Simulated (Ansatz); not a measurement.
C₂H₇AlBN, SMILES `BN[CH]1[CH2][AlH]1`. Total charge 0; spin multiplicity 1.

```xyz
12

B    -0.942   -1.253   -0.694
N     0.400   -1.001   -0.603
C     0.907   -0.077    0.399
C     0.564    1.388   -0.030
Al   -0.716    0.610    1.186
H    -1.503   -1.838   -1.565
H    -1.651   -0.810    0.231
H     1.020   -1.240   -1.368
H     1.931   -0.293    0.694
H     0.520    1.585   -1.100
H     1.198    2.123    0.475
H    -1.729    0.808    2.374
```

Question: List the harmonic frequencies (cm⁻¹, unscaled) at PBE0-D4/def2-TZVP in Ansatz. (Best estimate.)

Answer: Computed: 197, 257, 356, 443, 461, 498, 517, 614, 634, 680, 767, 852, 893, 918, 931, 998, 1059, 1092, 1238, 1266, 1343, 1404, 1534, 1965, 2269, 2679, 3063, 3142, 3148, 3545.

Question: Is this a minimum?

Answer: Yes, all 30 modes are real.

Question: Give the ideal-gas thermochemistry at 298.15 K and 1 bar (rigid rotor, harmonic oscillator; point group C1, symmetry number 1).

Answer: Zero-point energy 231.9 kJ/mol; H(298) − E = 250.2 kJ/mol; entropy 314.6 J/(mol·K), of which translation 163.9, rotation 108.2, vibration 42.5; G(298) − E = 156.4 kJ/mol.

Question: And at 400, 500, 600, 800 and 1000 K?

Answer: 
| T (K) | H − E (kJ/mol) | S (J/mol/K) | G − E (kJ/mol) |
| --- | --- | --- | --- |
| 400 | 262.6 | 350.0 | 122.6 |
| 500 | 277.2 | 382.6 | 85.9 |
| 600 | 293.9 | 412.9 | 46.1 |
| 800 | 331.6 | 466.9 | -42.0 |
| 1000 | 373.6 | 513.7 | -140.1 |
